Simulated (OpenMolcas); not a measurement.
# Sc: effect of correlating more closed shells

```yaml
Program: OpenMolcas 26.06
Basis: ANO-RCC-VTZP [6s5p3d2f1g]
Scalar_Hamiltonian: DKH2, point nucleus
Active_space: 3 electrons in 6 orbitals (3d 4s)
State_averaging: 2S+1 = 2 even, 30 roots; 2S+1 = 4 even, 10 roots kept (CI in the orbitals of an earlier block)
Spin-orbit_coupling: state interaction with AMFI integrals over the reference wave functions, term energies averaged over their components
```

Methods on the same reference wave functions:
A. CASSCF
B. MS-CASPT2, IPEA 0.25 Eh, imaginary shift 0.1 Eh (closed shells correlated: none)
C. MS-CASPT2, IPEA 0.25 Eh, imaginary shift 0.1 Eh (closed shells correlated: 3s 3p)

Energies in cm-1 above 3d 4s2 2D 3/2, the measured ground level; measured values from NIST Handbook of Basic Atomic Spectroscopic Data.

| Level | A | B | C | Measured |
| --- | --- | --- | --- | --- |
| 3d 4s2 2D 3/2 | 0.0 | 0.0 | 0.0 | 0.0 |
| 3d 4s2 2D 5/2 | 134 | 139 | 140 | 168 |
| 3d2 4s 4F 3/2 | 4450 | 10960 | 9360 | 11520 |
| 3d2 4s 4F 5/2 | 4497 | 11000 | 9400 | 11558 |
| 3d2 4s 4F 7/2 | 4563 | 11070 | 9470 | 11610 |
| 3d2 4s 4F 9/2 | 4647 | 11150 | 9550 | 11677 |
| 3d2 4s 2F 5/2 | 11828 | 14340 | 13000 | 14926 |
| 3d2 4s 2F 7/2 | 11959 | 14470 | 13130 | 15042 |
| 3d2 4s 4P 1/2 | 13265 | 18060 | 15980 |  |
| 3d2 4s 4P 3/2 | 13293 | 18090 | 16010 |  |
| 3d2 4s 4P 5/2 | 13335 | 18140 | 16060 |  |
| 3d2 4s 2D 3/2 | 14609 | 16830 | 14900 |  |
| 3d2 4s 2D 5/2 | 14622 | 16830 | 14890 |  |
| 3d2 4s 2G 7/2 | 18086 | 21550 | 19330 |  |
| 3d2 4s 2G 9/2 | 18087 | 21550 | 19330 |  |
| 3d2 4s 2P 1/2 | 19775 | 20600 | 18700 |  |
| 3d2 4s 2P 3/2 | 19832 | 20660 | 18760 |  |
| 3d2 4s 2S 1/2 | 34542 | 30190 | 28670 |  |

Deviations, from unrounded energies. A percentage is the sum of absolute deviations over the sum of measured energies, with the sign that they share, or ± where signs differ.

```tsv
Against measurement	Levels	A	B	C
mean absolute deviation (cm-1)	7	4900	480	1800
fine structure of the ground term (%)	1	-20.6	-17.3	-17.1
other configurations (%)	6	-45.1	-4.4	-16.3
```

B lies closest to measurement on these levels and A furthest from it. The largest miss of B in the table is 3d2 4s 2F 5/2, by -590 cm-1. The ranking rests on the paired levels alone, and a cruder setting can come out closer through cancelling errors.

Between B and C the level of the table that moves most is 3d2 4s 2G 9/2, by 2200 cm-1 (lowest in C, highest in B). Moves below CASPT2's spread within the term are not significant.

The mean deviations of B to C differ by less than CASPT2's widest spread within a term (2100 cm-1), so their order carries little weight.

The lowest spin-free term lies below A's lowest term by 0.046 hartree in B, 0.339 hartree in C.

What an inner shell adds also hangs on whether the basis holds functions to correlate it.

CASPT2 breaks the degeneracy within a term, and the mean is taken; among the terms shown or strongly mixed into the levels shown the widest spread is 2100 cm-1 (3d2 4s 2F, C). Over all roots computed the reference weight is 0.90 to 0.99 in B, 0.85 to 0.93 in C; the roots of lowest weight are the least certain, and an intruder state may touch them. Terms from blocks run as CI alone lack orbitals of their own. A single d shell beside an s shell can misplace configurations of different d count against each other. Without dynamic correlation excited terms often stand tens of per cent too high (terms of higher spin than the ground term too low), and those without a measured partner can miss by more than the paired ones (holds for A). The CASPT2 spread within a term exceeds the gap to the next term for 3d2 4s 2F and 3d2 4s 2D, 3d2 4s 2P and 3d2 4s 2G, so the order of their levels is uncertain, and so are names and mixing where such terms share a J (holds for C). Measured partners are found by configuration, term and J. A level has none where our copy of the source lacks it or the pairing is in doubt (some pairs that miss far off the trend of their configuration count as doubtful), and it then counts in no deviation. Levels of configurations outside the active space are missing.
